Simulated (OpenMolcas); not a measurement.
**V3+, Nb3+, Ta3+: d² down the group**

```json
{
 "Program": "OpenMolcas 26.06",
 "Method": "SS-RASPT2, IPEA 0.25 Eh, imaginary shift 0.1 Eh",
 "Basis": "ANO-RCC-VTZP",
 "Scalar Hamiltonian": "DKH2, point nucleus",
 "Spin-orbit coupling": "state interaction with AMFI integrals over the reference wave functions, term energies averaged over their components"
}
```

Active space for each ion: 2 electrons in 9 orbitals (RAS2 d s; RAS3 p, at most 2 electrons); closed shells correlated by CASPT2: V3+ 3s 3p; Nb3+ 4s 4p; Ta3+ 5s 5p.

Computed levels in cm-1 above ³F₂:

```
                               Level    V3+   Nb3+   Ta3+
                                 ³F₃    328   1102   4780
                                 ³F₄    750   2370   8980
                                 ¹D₂  10700   8220  10920
                                 ³P₀  13710  10210  11820
                                 ³P₁  13830  10660  14490
                                 ³P₂  14070  11600  18570
                                 ¹G₄  18930  14240  19460
                                 ¹S₀  43190  31780  36030
weight of ³F in the lowest level (%)    100     99     90
```

Mixed levels, with the weight of the term that names them: Ta3+ ¹D₂ (69 %).

Measured, with the error of the calculation in %. Measured levels: V3+ from Sugar and Corliss, J. Phys. Chem. Ref. Data 7, 1191 (1978).

```
Level           V3+
  ³F₃    325 (+0.9)
  ³F₄    735 (+2.1)
  ¹D₂  10959 (-2.4)
  ³P₁  13239 (+4.5)
  ³P₂  13458 (+4.5)
  ¹G₄  18391 (+2.9)
  ¹S₀  42462 (+1.7)
```

The fine-structure level ³F₄ changes by a factor of 12 from V3+ to Ta3+.

Without spin-orbit coupling ¹D lies 10280, 6950, 5530 cm-1 above ³F in that order; the difference to the level ¹D₂, of either sign, comes from spin-orbit coupling, which also lowers the zero.

CASPT2 breaks the degeneracy within a term, and the mean is taken; among the terms shown or strongly mixed into the levels shown the widest spread is 940 cm-1 (3d² ¹G, V3+). Terms from blocks run as CI alone lack orbitals of their own. Computed and measured levels are paired by configuration, term and J; levels that our copy of the source lacks, or whose pairing is in doubt (as where it misses far off the trend of its configuration), stay unpaired and out of the deviations. Levels of configurations outside the active space are missing.
